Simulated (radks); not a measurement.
Q: Coherent X-ray form factor from a spherical all-electron density. All-electron calculation, scalar-relativistic Kohn-Sham, LDA (Slater exchange, Perdew-Wang correlation), spin-polarised, spherical densities, finite nucleus; Fermi nuclear charge, rms radius of each element as measured or else 0.836 A^(1/3) + 0.57 fm. Program: a radial shooting solver on a logarithmic mesh with Libxc functionals.

sin(theta)/lambda (1/angstrom),f0 (electrons)
0.05,45.364
0.1,43.601
0.15,41.069
0.2,38.171
0.25,35.230
0.3,32.451
0.4,27.736
0.5,24.205
0.6,21.617
0.8,18.044
1,15.277
1.25,12.202
1.5,9.675
2,6.646

The species is in the configuration that NIST lists as its ground one. Which atom or ion scatters so?

A: The silver ion Ag+, [Kr] 4d10. Extrapolating in s^2 from the first two rows gives f0(0) = 46.0, near the electron count 46; among species with that count, the fall with angle is slower the higher Z, and the table is that of Z = 47; from so few rows the species is fixed only to a neighbour or two.
